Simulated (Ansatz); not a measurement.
K4. Charge 0, multiplicity 1. Geometry B3LYP/def2-TZVP.

```xyz
4

K     3.543    0.835   -1.688
K    -0.430   -1.131   -1.592
K     0.431    1.132    1.593
K    -3.544   -0.836    1.687
```

The restricted singlet is unstable towards broken spin symmetry in Hartree–Fock (as tested in another run); at PBE/def2-TZVP, BLYP/def2-TZVP, r2SCAN/def2-TZVP, PBE0/def2-TZVP and others this wasn't settled. The structure comes from a short search, and lower isomers may exist.

Problem. Estimate the orbital energies around the gap (eV) in Ansatz with PBE/def2-TZVP, BLYP/def2-TZVP, r2SCAN/def2-TZVP, PBE0/def2-TZVP, r2SCAN0/def2-TZVP.

Solution. 
```tsv
orbital	PBE/def2-TZVP	BLYP/def2-TZVP	r2SCAN/def2-TZVP	PBE0/def2-TZVP	r2SCAN0/def2-TZVP
HOMO−9	-18.55	-18.48	-19.25	-20.60	-21.07
HOMO−8	-18.54	-18.47	-19.24	-20.59	-21.06
HOMO−7	-18.14	-17.95	-18.83	-20.15	-20.62
HOMO−6	-18.14	-17.95	-18.83	-20.15	-20.62
HOMO−5	-18.14	-17.95	-18.83	-20.15	-20.62
HOMO−4	-18.14	-17.95	-18.83	-20.15	-20.61
HOMO−3	-18.11	-17.93	-18.80	-20.13	-20.59
HOMO−2	-18.11	-17.93	-18.80	-20.13	-20.59
HOMO−1	-3.02	-2.89	-2.98	-3.47	-3.45
HOMO	-2.24	-2.11	-2.21	-2.55	-2.55
LUMO	-1.85	-1.78	-1.66	-1.42	-1.34
LUMO+1	-1.44	-1.37	-1.28	-1.06	-1.00
LUMO+2	-1.12	-0.91	-1.07	-0.67	-0.67
LUMO+3	-0.82	-0.62	-0.75	-0.37	-0.34
LUMO+4	-0.64	-0.55	-0.53	-0.21	-0.16
LUMO+5	-0.64	-0.50	-0.38	-0.19	-0.08
```
